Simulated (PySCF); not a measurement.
Compound: C₁₀H₈BrClN₂.
Structure used (PBE0-D3(BJ)/def2-SVP), in Å, numbered top down from 1:
```
atom  x, y, z in Å
C1     5.356    0.729   -1.128
N2     4.178   -0.100   -1.140
N3     2.968    0.430   -0.992
C4     2.107   -0.586   -1.034
C5     0.666   -0.349   -0.901
C6     0.180    0.954   -0.724
C7    -1.181    1.200   -0.597
C8    -2.079    0.133   -0.645
Br9   -3.930    0.459   -0.474
C10   -1.621   -1.171   -0.819
C11   -0.255   -1.404   -0.945
C12    2.789   -1.816   -1.219
C13    4.116   -1.447   -1.280
Cl14   5.525   -2.384   -1.490
H15    5.942    0.583   -2.047
H16    5.991    0.499   -0.260
H17    5.013    1.768   -1.069
H18    0.894    1.779   -0.688
H19   -1.550    2.218   -0.460
H20   -2.329   -2.000   -0.855
H21    0.094   -2.430   -1.082
H22    2.393   -2.823   -1.298
```

Theory: TDDFT B3LYP/def2-SVPD, vertical, gas phase, core orbitals frozen in the response (PySCF). The B3LYP/def2-SVPD calculation is non-relativistic and has no spin–orbit coupling, an omission that weighs most on bromine.

Ground-to-excited transition dipoles (e·a0, same axes as the geometry; the sign carries no meaning), for the states with f of 0.002 or more among the lowest 9:

| state | E (eV) | μx | μy | μz |
| --- | --- | --- | --- | --- |
| S1 | 4.612 | 1.587 | -0.245 | -0.142 |
| S2 | 4.675 | -1.752 | 0.169 | 0.148 |
| S4 | 5.222 | 0.376 | -0.114 | -0.036 |
| S5 | 5.589 | -0.663 | 0.005 | 0.061 |
| S6 | 5.694 | 0.091 | 0.008 | 0.115 |
| S7 | 5.725 | -0.569 | 0.048 | 0.056 |
| S9 | 5.880 | -0.518 | 0.155 | 0.053 |

Problem. Work out the oscillator strengths.

Solution. f = (2/3) ΔE |μ|² with ΔE in hartree (27.2114 eV).

| state | \|μ\|² (au) | \|μ\| (D) | f |
| --- | --- | --- | --- |
| S1 | 2.598 | 4.10 | 0.294 |
| S2 | 3.119 | 4.49 | 0.357 |
| S4 | 0.155 | 1.00 | 0.020 |
| S5 | 0.443 | 1.69 | 0.061 |
| S6 | 0.022 | 0.37 | 0.003 |
| S7 | 0.329 | 1.46 | 0.046 |
| S9 | 0.295 | 1.38 | 0.042 |

Problem. Which bond between heavy atoms lies closest to the direction of the S2 transition dipole?

Solution. C4–C5, C10–C11, C8–Br9 and C6–C7, at 4° from it; next N2–N3 at 18°.

Problem. What angle do the transition dipoles of S4 and S7 make?

Solution. |cos θ| = |μa·μb| / (|μa| |μb|) = 0.98, so θ ≈ 12° (taken between 0 and 90°, since the signs are arbitrary).

Problem. How is the summed strength of these states shared among x, y and z?

Solution. (2/3) Σ ΔE μα² gives 0.799 for x, 0.016 for y and 0.008 for z, 0.823 in all.

Problem. What peak molar absorption coefficient would the strongest computed level give as a lone Gaussian band 0.3 eV wide at half height?

Solution. ε(max) = 2.175×10⁸ f / FWHM, with the width in cm⁻¹. S2: 2.175×10⁸ × 0.3572 / 2420 ≈ 32000 L mol⁻¹ cm⁻¹.

One conformer stands for the species.
